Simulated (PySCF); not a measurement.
Species: C₃H₆BOS (charge -1).
SMILES: `[BH3-]SC(=C)C=O`

Method used: PySCF, TDDFT CAM-B3LYP/def2-SVPD, vertical, gas phase, core orbitals frozen in the response. Geometry: GFN2-xTB, one conformer, isolated ion. Torsions of this conformer, `[BH3-:1][S:2][C:3](=[CH2:4])[CH:5]=[O:6]`: B1–S2–C3–C4 158°, S2–C3–C5–O6 172°.

Computed states:

| state | E (eV) | f |
| --- | --- | --- |
| S1 | 3.04 | 0.056 |
| S2 | 3.62 | 0.0038 |
| S3 | 4.66 | 0.0059 |
| S4 | 4.75 | 0.0060 |
| S5 | 5.25 | 0.0060 |
| S6 | 5.41 | 0.023 |
| S7 | 5.56 | 0.042 |
| S8 | 5.58 | 0.032 |

Broadening: Gaussians 0.25 eV wide at half height, area fixed by f = 4.319×10⁻⁹ ∫ε dν̃. The cross-section is σ = 3.8235×10⁻²¹ ε cm², given in Mb (10⁻¹⁸ cm²). The width is an assumption, not a result. The curve ends short of the highest state used, and states not computed would add to its high-energy end.

Question: What does the envelope look like, and where are its maxima?

Answer: 
(E (eV), σ (Mb)): (2.66, 0.04), (2.72, 0.26), (2.77, 0.95), (2.82, 2.79), (2.88, 7.59), (2.93, 13.71), (2.99, 20.78), (3.04, 23.03), (3.09, 20.45), (3.15, 13.23), (3.20, 7.21), (3.26, 2.60), (3.31, 0.89), (3.36, 0.30), (3.42, 0.28), (3.47, 0.55), (3.52, 0.96), (3.58, 1.43), (3.63, 1.56), (3.69, 1.29), (3.74, 0.86), (3.79, 0.46), (3.85, 0.16), (3.90, 0.05), (3.95, 0.01), (4.01, 0.00), (4.06, 0.00), (4.12, 0.00), (4.17, 0.00), (4.22, 0.00), (4.28, 0.00), (4.33, 0.02), (4.39, 0.10), (4.44, 0.30), (4.49, 0.76), (4.55, 1.78), (4.60, 2.91), (4.65, 3.96), (4.71, 4.49), (4.76, 4.09), (4.82, 2.87), (4.87, 1.74), (4.92, 0.89), (4.98, 0.40)

Maxima: 408 nm (3.04 eV), ε about 6000, made up of S1 (100%); 342 nm (3.62 eV), ε about 410, made up of S2 (100%); 263 nm (4.71 eV), ε about 1200, made up of S3 (50%) and S4 (50%) (ε in L mol⁻¹ cm⁻¹; maxima over ε = 5, shares over 10%).

Question: What would ε be at 3.04 eV, the highest of these maxima, with half the width (0.125 eV)?

Answer: About 12000 L mol⁻¹ cm⁻¹ against 6030, a factor of about 2.00; a lone state at its own centre would give exactly 2.

Question: Coming from long wavelengths, where does ε first pass 100 L mol⁻¹ cm⁻¹?

Answer: At about 453 nm (2.74 eV), 0.30 eV below S1.

Question: On this curve, what absorbance would a 10⁻⁵ mol/L sample give at 365 nm over a 1 cm path?

Answer: 365 nm is 3.397 eV, where ε is about 61 L mol⁻¹ cm⁻¹, so A = ε c l ≈ 0.00061 (Beer–Lambert, with the gas-phase spectrum and the assumed width).

No detachment energy is given for this anion; states above it aren't bound, and a finite basis only mimics them.
